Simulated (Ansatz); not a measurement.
Z-matrix (Å, degrees):
```
C
Al 1 1.932
S 1 1.846 2 90.8
H 1 1.091 2 113.7 3 106.5
H 1 1.087 2 124.1 3 -116.7
C 2 1.853 1 160.2 3 -96.8
C 2 1.855 1 156.5 3 81.9
H 3 1.345 1 97.3 2 -69.7
H 6 1.089 2 164.0 1 0.3
H 7 1.089 2 164.6 1 -0.1
```

Total charge 0; spin multiplicity 1.

Task: List the PBE/def2-TZVPP orbital energies in eV (the Gaussian-basis code of Ansatz). (Best estimate.)

Result: Ansatz gave: Occupied: -2396.57, -1506.03, -269.84, -268.55, -268.53, -209.48, -155.65, -155.55, -155.38, -106.37, -68.45, -68.29, -68.23, -19.89, -18.36, -16.02, -12.50, -11.51, -11.33, -10.26, -9.91, -8.32, -7.06, -6.90, -5.96, -5.07. Lowest empty: -1.52, -0.81, -0.59, -0.34, 0.05, 0.41, 1.15, 1.50.
